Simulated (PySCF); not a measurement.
An unknown is described by computed data only.

Formula: C9H12O2.

- NMR, other nuclei: isotropic shieldings of nuclei other than C and H, by class: -108 (1 O), 121 (1 O) ppm [GIAO PBE0/pcSseg-1]
- Dipole: 2.83 D [PBE0/pcSseg-1]
- Rotational structure: rotational constants A, B, C: 1.462, 0.573, 0.437 GHz [GFN2-xTB]
- 1H NMR: chemical shifts (computed TMS as zero) by class: 6.09 (1 H), 1.71 (2 H), 1.27 (2 H), 1.13 (2 H), 1.05 (3 H), 0.77 (2 H) ppm [GIAO PBE0/pcSseg-1]
- 13C NMR: chemical shifts (computed TMS as zero) by class: 158.1 (1 C), 106.4 (1 C), 75.5 (1 C), 43.8 (1 C), 25.8 (1 C), 20.1 (2 C), 16.6 (1 C), 14.6 (1 C) ppm [GIAO PBE0/pcSseg-1]

The electronic properties come from PySCF, for the isolated species, density fitting. Levels stand in brackets. The structure is a single GFN2-xTB conformer in the gas phase; no vibrational or solvent corrections. NMR classes are plain means over equivalent atoms (diastereotopic ones count apart unless rotation or inversion swaps them), as if these changed places fast.

Q: Give a SMILES that accounts for the data.

A: Numbering: `[CH3:1][CH2:2][CH2:3][C:4]1([C:5]#[C:6][C:7](=[O:8])[OH:9])[CH2:10][CH2:11]1`. Its formula, C9H12O2, gives 4 degrees of unsaturation: 1 ring and 3 π bonds in the structure found. 9 carbons fall into 8 classes; from least to most shielded: carboxylic acid carbon [C7] (158.1 ppm), alkyne carbon [C5] (106.4 ppm), alkyne carbon [C6] (75.5 ppm), chain CH2 carbon [C3] (43.8 ppm), chain CH2 carbon [C2] (25.8 ppm), three-membered-ring carbon [C10/C11] (20.1 ppm, 2 C), methyl carbon [C1] (16.6 ppm), propargylic carbon [C4] (14.6 ppm). Hydrogen classes from least to most shielded: 1 H on an acid hydroxyl oxygen, O9 (6.09 ppm), 2 H on a chain CH2 carbon, C2 (1.71 ppm, a mean of values up to 0.6 ppm apart in this geometry), 2 H on a chain CH2 carbon, C3 (1.27 ppm, a mean of values up to 1.6 ppm apart in this geometry), 2 H on 2 three-membered-ring carbons, C10/C11 (1.13 ppm), 3 H on a methyl carbon, C1 (1.05 ppm, a mean of values up to 0.5 ppm apart in this geometry), 2 H on 2 three-membered-ring carbons, C10/C11 (0.77 ppm). The other shieldings belong to: -108 ppm, acid carbonyl oxygen [O8]; 121 ppm, acid hydroxyl oxygen [O9]. The optimised geometry has point group C1 and is an asymmetric top. Structure: `CCCC1(C#CC(=O)O)CC1`. Computed isomers that give other values at the same levels: `CO[C@]12C=C[C@H](C=C1)[C@@H]2CO` (13C chemical shifts (computed TMS as zero) by class: 155.0 (1 C), 154.7 (1 C), 152.3 (1 C), 150.9 (1 C), 105.7 (1 C), 91.8 (1 C), 69.3 (1 C), 55.9 (1 C), 52.6 (1 C) ppm); `C=C[C@@H]1CC(=O)[C@@H](C)CC1=O` (13C chemical shifts (computed TMS as zero) by class: 217.6 (1 C), 212.9 (1 C), 141.7 (1 C), 128.5 (1 C), 55.6 (1 C), 48.0 (1 C), 45.2 (1 C), 41.8 (1 C), 18.6 (1 C) ppm); `CCOc1ccc(OC)cc1` (13C chemical shifts (computed TMS as zero) by class: 159.9 (1 C), 157.6 (1 C), 119.6 (2 C), 118.4 (2 C), 64.0 (1 C), 55.7 (1 C), 14.5 (1 C) ppm). The assignments are read from this structure; whether some other isomer fits the data as well wasn't checked.

Conformer computed: `[CH3:1][CH2:2][CH2:3][C:4]1([C:5]#[C:6][C:7](=[O:8])[OH:9])[CH2:10][CH2:11]1`: C1–C2–C3–C4 180°, C2–C3–C4–C5 -64°, H–O9–C7–C6 180°.
